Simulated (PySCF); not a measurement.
Structure problem from calculated spectra and properties.

Formula: C5H3NOS.

- 1H NMR: chemical shifts (computed TMS as zero) by class: 7.83 (1 H), 7.11 (1 H), 6.73 (1 H) ppm [GIAO B97-2/pcSseg-2]
- 13C NMR: chemical shifts (computed TMS as zero) by class: 155.7 (1 C), 140.8 (1 C), 130.6 (1 C), 119.0 (1 C), 114.6 (1 C) ppm [GIAO B97-2/pcSseg-2]
- Dipole: 4.64 D [B97-2/pcSseg-2]
- NMR, other nuclei: isotropic shieldings of nuclei other than C and H, by class: -59 (1 N), 9 (1 O), 520 (1 S) ppm [GIAO B97-2/pcSseg-2]
- Rotational structure: rotational constants A, B, C: 4.209, 1.133, 1.075 GHz [PBE0-D3(BJ)/def2-TZVP]

Electronic properties: PySCF, gas phase, density fitting. Levels stand in brackets. Geometry: PBE0-D3(BJ)/def2-TZVP, one conformer, isolated molecule. NMR values are class means; diastereotopic atoms form classes of their own.

Question: Give a SMILES that accounts for the data.

Answer: Numbering: `[N:1]#[C:2][S:3][c:4]1[cH:5][cH:6][cH:7][o:8]1`. Its formula, C5H3NOS, gives 5 degrees of unsaturation: 1 ring and 4 π bonds in the structure found (Kekulé form). 5 carbons fall into 5 classes; from least to most shielded: aromatic CH next to a ring oxygen [C7] (155.7 ppm), substituted aromatic carbon [C4] (140.8 ppm), aromatic CH carbon [C5] (130.6 ppm), aromatic CH carbon [C6] (119.0 ppm), cyano carbon [C2] (114.6 ppm). Hydrogen classes from least to most shielded: 1 H on an aromatic CH next to a ring oxygen, C7 (7.83 ppm), 1 H on an aromatic CH carbon, C5 (7.11 ppm), 1 H on an aromatic CH carbon, C6 (6.73 ppm). The other shieldings belong to: -59 ppm, cyano nitrogen [N1]; 9 ppm, furan-type oxygen [O8]; 520 ppm, sulfur bonded to 2 C [S3]. The optimised geometry has point group C1 and is an asymmetric top. Structure: `c1cc(SC#N)oc1`. Computed isomers that give other values at the same levels: `N#CSc1ccoc1` (13C chemical shifts (computed TMS as zero) by class: 151.4 (1 C), 145.6 (1 C), 117.9 (1 C), 115.0 (1 C), 115.0 (1 C) ppm). The assignments are read from this structure; whether some other isomer fits the data as well wasn't checked.

Shape of the structure used: `[N:1]#[C:2][S:3][c:4]1[cH:5][cH:6][cH:7][o:8]1`: C2–S3–C4–C5 102°.
